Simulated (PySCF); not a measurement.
Isomers of C3H10BN. Level of theory: PBE0-D3(BJ)/def2-SVP geometry optimisation, gas phase in PySCF. One conformer each; no zero-point energy, no entropy. No frequencies were run at this level. Point groups hold within 0.08 Å.

Question: Order them by energy at this level, lowest first, and give relative energies in kJ/mol.
A. `[BH3-:1][NH2+:2][CH2:3][CH:4]=[CH2:5]` with B1–N2–C3–C4 179°, N2–C3–C4–C5 1°
B. `[CH3:1][CH2:2][B:3]([CH3:4])[NH2:5]` with C1–C2–B3–C4 180°
C. `CNB(C)C`
D. `[CH3:1][CH:2]([CH3:3])[BH:4][NH2:5]` with C1–C2–B4–N5 -122°
E. `[BH2:1][NH:2][CH2:3][CH2:4][CH3:5]` with B1–N2–C3–C4 -115°, N2–C3–C4–C5 180°

Answer: B (0.0), C (19.7), D (47.2), E (94.4), A (254.1).

```tsv
SMILES	E (Eh)	E rel (kJ/mol)	dipole (D)	point group	A, B, C (MHz)
CCB(C)N	-199.62131	0.0	1.42	Cs	7856, 3218, 2384
CNB(C)C	-199.61381	19.7	1.44	Cs	7124, 3459, 2435
CC(C)BN	-199.60332	47.2	1.96	near Cs	7435, 3185, 2532
BNCCC	-199.58534	94.4	2.28	C1	17642, 2154, 2131
[BH3-][NH2+]CC=C	-199.52454	254.1	5.57	Cs	13816, 2533, 2235
```
